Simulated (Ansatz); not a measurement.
A run for Ansatz (a quantum-chemistry and plane-wave program): U-B3LYP/def2-TZVPP on BrHPb (SMILES [Br][PbH]), a point of a bond scan (R = 2.047 Å). Elements past Kr take the def2 small-core potentials; no spin–orbit coupling.

Ansatz 0.2 input:
```yaml
crystal:
  periodic: [false, false, false]
  atoms:
    - {symbol: Pb, position_ang: [-0.44367559, -0.36613799, 0.53135789]}
    - {symbol: H, position_ang: [-1.76070567, -1.02479493, -0.89026614]}
    - {symbol: Br, position_ang: [1.08635354, 0.88537806, -1.22315198]}
basis:
  gaussian:
    orbitals: def2-TZVPP
hamiltonian:
  xc: {name: B3LYP}
magnetization: {spin_polarized: true, initial_magnetization: 0}
```

Program output:

```
WARN ansatz: RAYON_NUM_THREADS=1 ignored (pool sized by the plan → 1); use --threads N
Functional definition: B3LYP
integrals: 0.04 GiB planned
902 factors; their error is unknown
mean field: 0.56 GiB planned
mean field evaluation 1: about -75312.9409 eV, gradient 1.3e1 eV
mean field evaluation 2: about -75309.6183 eV, gradient 2.7e1 eV
mean field evaluation 4: about -75314.3437 eV, gradient 1.9e0 eV
mean field evaluation 8: about -75314.7386 eV, gradient 8.4e-2 eV
mean field evaluation 16: about -75314.7387 eV, gradient 1.7e-5 eV
mean field -75314.73866334 eV, -2767.7655957143 hartree, gradient 1.7e-5 eV, S^2 0.000000; 0 other end points of the search recorded, 0 dependent functions left out
reference -75314.73888379 eV, -2767.7656038157 hartree; 29, 29 occupied and 83, 83 virtual orbitals, 902 factors
Total energy: -75314.73888379 eV, -2767.7656038157 hartree
```

The calculation finished and met its thresholds.

Cost: roughly 7 core-seconds.
